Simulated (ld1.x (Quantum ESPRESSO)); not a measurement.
## u(r) = r·R(r): atom against pseudo-atom (magnesium (Mg))

Columns: radius, all-electron u(r) and pseudo u(r) of the 2s shell (level -81.92 eV) of magnesium in the configuration [He] 2s2 2p6 3s1 3p1; PBE, scalar-relativistic, TM scheme, ld1.x (Quantum ESPRESSO) 7.5.

| r (bohr) | all-electron | pseudo |
| --- | --- | --- |
| 0.053 | 0.5445 | -0.1569 |
| 0.105 | 0.4625 | -0.3092 |
| 0.158 | 0.1467 | -0.4610 |
| 0.210 | -0.2105 | -0.6047 |
| 0.262 | -0.5353 | -0.7411 |
| 0.315 | -0.8026 | -0.8697 |
| 0.368 | -0.9992 | -0.9840 |
| 0.420 | -1.1282 | -1.0776 |
| 0.473 | -1.2044 | -1.1492 |
| 0.525 | -1.2356 | -1.1923 |
| 0.578 | -1.2333 | -1.2068 |
| 0.630 | -1.2061 | -1.1934 |
| 0.683 | -1.1604 | -1.1561 |
| 0.735 | -1.1037 | -1.1028 |
| 0.788 | -1.0383 | -1.0382 |
| 0.840 | -0.9701 | -0.9701 |
| 0.893 | -0.8991 | -0.8991 |
| 0.945 | -0.8300 | -0.8300 |
| 0.998 | -0.7613 | -0.7613 |
| 1.050 | -0.6966 | -0.6966 |
| 1.102 | -0.6353 | -0.6353 |
| 1.155 | -0.5767 | -0.5767 |
| 1.208 | -0.5220 | -0.5220 |
| 1.260 | -0.4724 | -0.4724 |
| 1.313 | -0.4257 | -0.4257 |
| 1.365 | -0.3838 | -0.3838 |

(1) How many radial nodes do the two functions have?

(2) At about which radius was the pseudo-wave matched?

(3) Is the pseudo-wave norm-conserving?

Results:

(1) The all-electron 2s function has n − l − 1 = 1; the pseudo-wave has 0, since the states of the same l below it are removed with the core.

(2) 0.85 bohr. The columns agree to 0.0005 from 0.79 bohr on; several derivatives are matched, so the curves merge somewhat inside the radius.

(3) Yes: the TM scheme keeps the norm inside the radius equal to the all-electron one, which fixes the energy derivative of the logarithmic derivative at the level.
